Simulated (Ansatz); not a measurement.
A geometry relaxed with PBE-D3(BJ)/def2-TZVP run with Ansatz (a program for electronic structure), charge 0, multiplicity 1:

```xyz
10

H      0.0994     1.5539     1.1978
C      0.5567    -1.1573    -0.2504
Si    -1.1305    -0.4013    -0.0130
C      0.0508     1.0864     0.2031
H     -2.0605    -0.3710    -1.1891
H      1.0603    -2.1011    -0.4573
H     -1.9280    -0.8211     1.1856
H      2.2128     0.2762    -0.0711
H      0.0018     1.8855    -0.5514
C      1.1373     0.0498    -0.0541
```

Problem. Write the SMILES of this molecule.

Solution. `C1=C[SiH2]C1`
